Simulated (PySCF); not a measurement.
Cl$_{5}$W (SMILES [Cl][W]([Cl])([Cl])([Cl])[Cl]), doublet, at a GFN2-xTB geometry (such geometries of metal compounds can be far from the true shape) (core potentials on W). Base run: DF-PBE0/def2-SV(P) (PySCF).

PySCF was given this input:
```python
from pyscf import gto, scf, dft

mol = gto.Mole()
mol.atom = '''
    W    -0.00000000    0.00000000   -0.00000000
    Cl    1.84552708   -0.40817670   -1.16797303
    Cl    0.96233500   -0.98148675    1.86360069
    Cl   -0.96233500    0.98148675   -1.86360069
    Cl   -1.63595757   -1.50250559    0.05347170
    Cl   -0.20956952    1.91068230    1.11450133
'''
mol.basis = 'def2-sv(p)'
mol.ecp = {'W': 'def2-sv(p)'}
mol.spin = 1
mol.verbose = 4
mol.build()

mf = dft.UKS(mol)
mf.xc = 'pbe0'
mf = mf.density_fit(auxbasis='def2-universal-jkfit')
mf.kernel()
mf.analyze()
```

Each row names what was changed in the base input (with any setting that the change needs).

| change | basis functions | E (Eh) | HOMO (eV) | dipole (D) | outcome |
|---|---|---|---|---|---|
| base | 115 | -2366.78288 | -7.15 | 0.39 | converged |
| basis = x2c-SVPall; relativity = none (without mol.ecp = {'W': 'def2-sv(p)'}; without mf = mf.density_fit(auxbasis='def2-universal-jkfit')) | 156 | -15952.46035 | -7.86 | 0.21 | converged |
| basis = jorge-DZP-DKH; relativity = spin-free X2C (without mol.ecp = {'W': 'def2-sv(p)'}; without mf = mf.density_fit(auxbasis='def2-universal-jkfit')) | 180 | -18438.51246 | -6.74 | 0.45 | converged |
| basis = ANO-RCC-VDZP; relativity = spin-free X2C (without mol.ecp = {'W': 'def2-sv(p)'}; without mf = mf.density_fit(auxbasis='def2-universal-jkfit')) | 158 | -18452.88023 | -7.18 | 0.47 | converged |
| basis = ANO-RCC-VDZP; relativity = spin-free X2C; nucleus = Gaussian (with mol.nucmod = 'G'; without mol.ecp = {'W': 'def2-sv(p)'}; without mf = mf.density_fit(auxbasis='def2-universal-jkfit')) | 158 | -18450.58503 | -7.18 | 0.47 | converged |
| basis = ANO-RCC-VDZP; relativity = none (without mol.ecp = {'W': 'def2-sv(p)'}; without mf = mf.density_fit(auxbasis='def2-universal-jkfit')) | - | - | - | - | cut at the time limit |
| basis = x2c-SVPall; relativity = spin-free X2C (without mol.ecp = {'W': 'def2-sv(p)'}; without mf = mf.density_fit(auxbasis='def2-universal-jkfit')) | 156 | -18451.29219 | -7.18 | 0.38 | converged |
| basis = x2c-SVPall; relativity = spin-free X2C; nucleus = Gaussian (with mol.nucmod = 'G'; without mol.ecp = {'W': 'def2-sv(p)'}; without mf = mf.density_fit(auxbasis='def2-universal-jkfit')) | 156 | -18449.40331 | -7.18 | 0.38 | converged |

Total energies compare only within one method and basis.

Open shells are given as the SCF converged; they aren't shown to be the lowest states, and a large step between rows can be another state.

Basis sets contracted for a relativistic Hamiltonian are a mismatch without it, so the rows without relativity aren't non-relativistic limits. No row has spin-orbit coupling; sets with core potentials leave out the core electrons.
